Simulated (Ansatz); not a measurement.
`[OH][In]([Br])[Br]` + `SS` → `S[S][In]([Br])[Br]` + H₂O at 400 K and 1 bar (ligand exchange at the In–O bond).

Calculated with Ansatz (gas phase, PBE0-D4/def2-TZVP geometries, no zero-point term in ΔE). CCSD(T)/CBS adds triple-zeta CCSD(T) − MP2 to the extrapolated MP2 energy (def2 sets, frozen cores). This one scheme is used for every species. Elements past krypton have def2 core potentials. For Br, In outer-core shells are correlated without core-valence functions, which leaves a few kJ/mol of doubt a bond. Scalar relativity is left out up to krypton. Each species was taken in one conformer, which may not be the lowest.

| species | CCSD(T)/CBS energy (Eh) | H − E (kJ/mol) | S (J/(mol·K)) |
| --- | --- | --- | --- |
| `[OH][In]([Br])[Br]` | -5412.35748 | 67.5 | 400.6 |
| `SS` | -796.74576 | 65.3 | 266.1 |
| `S[S][In]([Br])[Br]` | -6132.74773 | 70.6 | 468.6 |
| H₂O | -76.37941 | 69.8 | 198.6 |

H − E and S are ideal-gas, rigid-rotor, harmonic terms from PBE0-D4/def2-TZVP, for one conformer and one mirror image of each species. 1 Eh = 2625.50 kJ/mol, R = 8.31446 J/(mol·K).

Task: By hand: ΔE, ΔH, ΔS and ΔG.

Result: ΔE = (-6132.74773) + (-76.37941) − (-5412.35748) − (-796.74576) = -0.02390 Eh = -62.7 kJ/mol. Δ(H − E) = 70.6 + 69.8 − 67.5 − 65.3 = 7.6, so ΔH = -55.1 kJ/mol. ΔS = 468.6 + 198.6 − 400.6 − 266.1 = 0.5 J/(mol·K). ΔG = -55.1 − 400 × (0.5)/1000 = -55.3 kJ/mol.

Task: By hand: the equilibrium constant, and the temperature at which ΔG would vanish if ΔH and ΔS stayed fixed.

Result: log₁₀ K = −ΔG/(RT ln 10) = 7.2. ΔH and −TΔS have one sign here, so there is no such temperature. One of them is within its doubt of zero, so this could turn.

The number of gas molecules stays the same, so ΔS is small and ΔH decides. A doubt of 5 kJ/mol in ΔE shifts log₁₀ K by 0.7 here. Other conformers and mirror images would add mixing entropy, several J/(mol·K) or more a flexible species. Modes under 60 cm⁻¹, often nearly free rotors, make the harmonic entropy too high. These are equilibria of isolated gas molecules and say nothing of rates. Largest T1 diagnostic: 0.012 (customary marks: 0.02 for closed shells, 0.045 for open ones).
